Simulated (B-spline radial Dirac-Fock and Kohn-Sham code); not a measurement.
Binding energies of Ti¹²⁺

System: Ti¹²⁺, configuration [He] 2s2 2p6; nuclear rms radius 3.5921 fm (A = 48).

Input of the calculation (task.json; shells as n, l, electrons):

```json
{"items": [{
  "Z": 22,
  "q": 12,
  "cfg": [[1, 0, 2], [2, 0, 2], [2, 1, 6]],
  "A": 48,
  "rrms": 3.5921,
  "do": ["binding"]
}]}
```

Command: `python xray_run.py task.json out`

These are calculated numbers from a radial B-spline solver; the model is relaxed Dirac-Fock hole states (ΔSCF) with Breit and QED corrections and a finite nucleus. Correlation and solid-state effects are left out. Energies are counted from the vacuum level.

All terms are in eV, carry their sign (relaxation lowers the binding energy) and add up to the binding energy; ⟨r⟩ is the mean radius of the orbital in the initial state.

```
subshell  −ε (Koopmans)  relaxation  Gaunt  retardation  self-energy  vacuum polarisation  binding energy  ⟨r⟩ (bohr)
      1s         5346.0      -20.20  -4.77         0.26        -2.20                 0.17          5319.3       0.069
      2s          892.7       -2.21  -0.32         0.01        -0.21                 0.02           890.0       0.318
   2p1/2          795.5       -3.12  -0.58         0.06         0.03                 0.00           791.9       0.282
   2p3/2          789.4       -3.04  -0.40         0.07         0.01                 0.00           786.0       0.285
```

For the deepest level, K (1s), the Breit terms make up -0.085 % of the binding energy, QED -0.038 % and orbital relaxation -0.380 %.

Spin-orbit splittings: 2p 5.84 eV.

Going to the tabulated ground configuration of the next ion removes an electron from L3 (2p3/2), computed at 786.0 eV. NIST lists 787.67 ± 0.04 eV as the ionisation energy of this species (measured), +1.62 eV from the computed value. The gap is mostly the missing electron correlation.
